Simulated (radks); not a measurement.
The numbers below are computed, except where a source is named.
The mean radii <r> (bohr) of the occupied orbitals of an atom or ion are listed with their occupations. Level of theory: Dirac Kohn-Sham, PW91, spin-unpolarised, spherical densities, finite nucleus; Fermi nuclear charge, rms radius of each element as measured or else 0.836 A^(1/3) + 0.57 fm (a radial shooting solver on a logarithmic mesh with Libxc functionals).

orbital  occ.      <r>
1s1/2       2  0.02151
2s1/2       2  0.09096
2p1/2       2  0.07589
2p3/2       4  0.08284
3s1/2       2   0.2390
3p1/2       2   0.2286
3p3/2       4   0.2418
3d3/2       4   0.2141
3d5/2       6   0.2182
4s1/2       2   0.5399
4p1/2       2   0.5507
4p3/2       4   0.5802
4d3/2       4   0.6118
4d5/2       6   0.6220
5s1/2       1    1.254
5p1/2       2    1.370
5p3/2       4    1.444
4f5/2       3   0.7641
4f7/2       4   0.7720
6s1/2       1    2.746

Name the element and its charge. Open shells, if any, are shared by 2j + 1.

Answer. Z = 65, terbium, charge +4: Tb4+ in [Kr] 4d10 4f7 5s1 5p6 6s1. The 1s radius gives Z: for a bare nucleus <r> = (2 gamma + 1)/(2Z) with gamma = sqrt(1 - (Z/c)^2), 0.02124 bohr for Z = 65, and screening makes it slightly larger (0.02151 here). The occupations add up to 61, and the charge is Z minus that.
